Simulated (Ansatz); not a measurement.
Geometry optimisation, DFT PBE-D3(BJ), scalar-relativistic, plane waves, PAW (Ansatz).

input.yaml

```yaml
crystal:
  lattice:
    - [10.04, 0.0, 0.0]
    - [0.0, 10.04, 0.0]
    - [0.0, 0.0, 10.04]
  atoms:
    - { symbol: Ba, position: [0.0, 0.0, 0.0] }
    - { symbol: Ba, position: [0.5, 0.0, 0.0] }
    - { symbol: Ba, position: [0.0, 0.5, 0.0] }
    - { symbol: Ba, position: [0.0, 0.0, 0.5] }
    - { symbol: Ba, position: [0.25, 0.25, 0.25] }
    - { symbol: Ba, position: [0.5, 0.5, 0.0] }
    - { symbol: Ba, position: [0.5, 0.0, 0.5] }
    - { symbol: Ba, position: [0.75, 0.25, 0.25] }
    - { symbol: Ba, position: [0.0, 0.5, 0.5] }
    - { symbol: Ba, position: [0.25, 0.75, 0.25] }
    - { symbol: Ba, position: [0.25, 0.25, 0.75] }
    - { symbol: Ba, position: [0.5, 0.5, 0.5] }
    - { symbol: Ba, position: [0.75, 0.75, 0.25] }
    - { symbol: Ba, position: [0.75, 0.25, 0.75] }
    - { symbol: Ba, position: [0.25, 0.75, 0.75] }
    - { symbol: Ba, position: [0.75, 0.75, 0.75] }
    - { symbol: Ba, position: [0.1257365, -0.0032069, 0.2537652] }
basis:
  ecutwfc: 420.0
kpoints:
  mp_grid: { grid: [2, 2, 2] }
hamiltonian:
  xc: pbe
  dispersion: d3bj
scf:
  occupations: { method: gaussian, width: 0.15 }
  lower_state_search: "off"
relax:
  f_tol: 0.03
  max_steps: 60
  adjacent_minimum: "off"
```

Launched with:

```bash
$ ansatz run input.yaml --threads 4 --pin off --max-ram 10240MiB --backend cpu --events-out ev --progress --plain --runs-dir out
```

**Question.** Where does it end, and by what steps?

**Answer.** It converged. The force dipped under the threshold on the way, but the program's further checks kept it going. Limits of this set-up: coarse k mesh. After 14 steps the energy has fallen by 2.546 eV; Ba1 moved furthest, 0.64 Å.

| step | energy less start (eV) | largest force component (eV/Å) | accepted |
| --- | --- | --- | --- |
| 0 | 0.0000 | 2.865 | yes |
| 1 | -1.5257 | 1.248 | yes |
| 2 | -2.2392 | 0.572 | yes |
| 3 | -2.5182 | 0.158 | yes |
| 4 | -2.5423 | 0.016 | yes |
| 5 | -2.5423 | 0.016 | yes |
| 6 | -2.5424 | 0.016 | yes |
| 7 | -2.5433 | 0.003 | yes |
| 8 | -2.5434 | 0.002 | yes |
| 9 | -2.5434 | 0.002 | yes |
| 10 | -2.5436 | 0.006 | yes |
| 11 | -2.5396 | 0.051 | no |
| 12 | -2.5440 | 0.010 | yes |
| 13 | -2.5449 | 0.016 | yes |
| 14 | -2.5461 | 0.022 | yes |

```xyz
17
Lattice="10.0400 0.0000 0.0000 0.0000 10.0400 0.0000 0.0000 0.0000 10.0400" Properties=species:S:1:pos:R:3
Ba -0.390 -0.121 -0.489
Ba 4.914 -0.068 0.043
Ba 0.065 5.105 0.024
Ba -0.367 0.103 5.496
Ba 2.902 3.001 2.407
Ba 5.152 5.133 -0.121
Ba 4.907 0.062 4.986
Ba 7.634 2.466 2.449
Ba 0.068 4.917 5.007
Ba 2.882 7.052 2.632
Ba 2.446 2.486 7.634
Ba 5.149 4.912 5.153
Ba 7.640 7.566 2.578
Ba 7.399 2.628 7.637
Ba 2.443 7.544 7.446
Ba 7.399 7.402 7.417
Ba 1.259 0.019 2.490
```

Whether the end is a true minimum wasn't checked by a vibrational analysis.

Time of the run: 2.7 min on 4 threads of Arm Neoverse V1 (shared host), peak memory 2.8 GiB.
